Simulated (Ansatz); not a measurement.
Reaction: SiH3I (iodosilane, SMILES [SiH3]I) → SiH2I (SMILES [SiH2]I, doublet) + H (doublet) (the H-Si bond breaks)
Each species at its own B3LYP-D3(BJ)/def2-TZVP minimum (Ansatz, a quantum-chemistry and plane-wave program).

Total energies in hartree (Ansatz). Open shells are spin-unrestricted; no spin-orbit coupling. Cores are frozen in correlated methods (noble-gas shells, and filled d and f shells in the p block). Past Kr the def2 sets carry scalar-relativistic core potentials. Where a partner has so few electrons that a lower coupled-cluster level is exact, that level stands in. Spin-orbit terms, left out, reach several kcal/mol for Br and I, and more for heavier atoms.

| species | HF/def2-TZVPP | CCSD(T)/def2-TZVPP | HF/def2-QZVPP | CCSD(T)/def2-QZVPP | CCSDT(Q)/def2-TZVPP |
|---|---|---|---|---|---|
| 1: SiH3I (iodosilane, SMILES [SiH3]I) | -587.38605 | -587.70137 | -587.39653 | -587.74108 | -587.70288 |
| 2: SiH2I (SMILES [SiH2]I, doublet) | -586.76672 | -587.05282 | -586.77689 | -587.09100 | -587.05454 |
| 3: H (doublet) | -0.49981 | -0.49981 | -0.49998 | -0.49998 | -0.49981 |

Task: Work out the bond dissociation energy (electronic) in kcal/mol: take Hartree-Fock from def2-QZVPP, extrapolate the CCSD(T) correlation energy as X^-3 (X = 3, 4), and add CCSDT(Q) - CCSD(T) in def2-TZVPP. 1 hartree = 627.51 kcal/mol.

Result: 
Species 1: correlation (64·(-0.34455) - 27·(-0.31532))/37 = -0.36588; step -0.00151; E1 = -587.39653 + (-0.36588) + (-0.00151) = -587.76392
Species 2: correlation (64·(-0.31411) - 27·(-0.28610))/37 = -0.33455; step -0.00172; E2 = -586.77689 + (-0.33455) + (-0.00172) = -587.11316
Species 3: correlation (64·(0.00000) - 27·(0.00000))/37 = 0.00000; step +0.00000; E3 = -0.49998 + (0.00000) + (+0.00000) = -0.49998
-1·E1 +1·E2 +1·E3 = 0.15078 hartree = 94.6 kcal/mol.
